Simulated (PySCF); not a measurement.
# (ClBe-mu-H)2: 4 charge schemes on one density

Species: (ClBe-mu-H)2.
Cartesian coordinates in Å at the PBE0-D3(BJ)/def2-SVP level; atoms count from 1:
```
atom  x, y, z in Å
Be1    0.129    0.393   -0.897
Cl2    0.369    1.123   -2.564
H3    -0.964    0.508    0.083
Be4   -0.127   -0.394    0.898
Cl5   -0.372   -1.123    2.564
H6     0.967   -0.507   -0.084
```

Density: PBE0/pcSseg-1 (PySCF); schemes: Mulliken, IAO, Hirshfeld and ESP-fitted. Geometry: PBE0-D3(BJ)/def2-SVP; no solvent, vibrations or thermal averaging.

Give the atomic charges in each scheme.

In e; atoms taken as equivalent share a row and are averaged (×n: the atom named and its like, n in all):

```
   atom                     environment  Mulliken     IAO  Hirshfeld  ESP-fitted
Be1/Be4  beryllium bonded to Cl and 2 H    +0.643  +1.443     +0.292      +0.595
Cl2/Cl5           chlorine bonded to Be    -0.414  -0.768     -0.199      -0.344
  H3/H6         hydrogen bonded to 2 Be    -0.229  -0.675     -0.092      -0.251
```

Mean size of the charges over all atoms: IAO 0.962 e, Mulliken 0.429 e, ESP-fitted 0.397 e, Hirshfeld 0.194 e. Each set sums to the total charge, 0, to within 0.001 e. The Mulliken scheme gives each basis function's population to the atom it is centred on and halves the overlap population of two atoms between them. The ESP scheme fits charges at the nuclei, held to the total charge, to the electrostatic potential on points at 1.4 to 2.0 times the van der Waals radii.

Lowest charge. All schemes agree: Mulliken Cl2/Cl5 (-0.414); IAO Cl2/Cl5 (-0.768); Hirshfeld Cl2/Cl5 (-0.199); ESP-fitted Cl2/Cl5 (-0.344).

Highest charge. All schemes agree: Mulliken Be1/Be4 (+0.643); IAO Be1/Be4 (+1.443); Hirshfeld Be1/Be4 (+0.292); ESP-fitted Be1/Be4 (+0.595).

How many electrons does the Hirshfeld scheme count on Cl5?

Its own charge is -0.199 e, so Z − q = 17.199.

Sum the charges by element.

```tsv
element	atoms	Mulliken	IAO	Hirshfeld	ESP-fitted
Be	2	+1.287	+2.886	+0.583	+1.190
Cl	2	-0.828	-1.536	-0.398	-0.688
H	2	-0.459	-1.351	-0.185	-0.502
```

These values come from a run that also computed NMR shieldings. The run took 3.4 s on Arm Neoverse V2, one thread, no GPU (shared host).
